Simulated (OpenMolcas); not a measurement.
Computed levels of 3d5 in ions with 23 electrons, in cm-1 above 6S 5/2.

```json
{
  "Program": "OpenMolcas",
  "Method": "SS-CASPT2, IPEA 0.25 Eh, imaginary shift 0.1 Eh",
  "Basis": "ANO-RCC-VTZP",
  "Scalar Hamiltonian": "DKH2, point nucleus",
  "Spin-orbit coupling": "state interaction with AMFI integrals over the reference wave functions, term energies averaged over their components"
}
```

Active space for each ion: 5 electrons in 5 orbitals (3d); closed shells correlated by CASPT2: 3s 3p.

| Level | Fe3+ | Co4+ | Cu6+ |
| --- | --- | --- | --- |
| 4G 5/2 | 33920 | 39660 | 48020 |
| 4G 7/2 | 33950 | 39720 | 48150 |
| 4G 11/2 | 33960 | 39730 | 48190 |
| 4G 9/2 | 33960 | 39750 | 48230 |
| 4P 5/2 | 37400 | 43720 | 52620 |
| 4P 3/2 | 37480 | 43870 | 52940 |
| 4P 1/2 | 37570 | 44040 | 53310 |
| 4D 7/2 | 40570 | 47390 | 57470 |
| 4D 1/2 | 40660 | 47560 | 57840 |

Problem. Estimate 4G 5/2, 4G 7/2 for Ni5+ from its neighbours Co4+ and Cu6+.

Solution. 4G 5/2 is another term, which grows about linearly with the charge: (39660 + 48020) / 2 = 43840. The calculation gives 43560, so the estimate is off by +0.6 %.
4G 7/2 is another term, which grows about linearly with the charge: (39720 + 48150) / 2 = 43935. The calculation gives 43650, so the estimate is off by +0.7 %.

CASPT2 does not keep the components of a term degenerate, so their means are used; among the terms shown or strongly mixed into the levels shown the widest spread is 41 cm-1 (3d5 4D, Ni5+). Terms from blocks run as CI alone lack orbitals of their own. Only configurations of the active space appear.
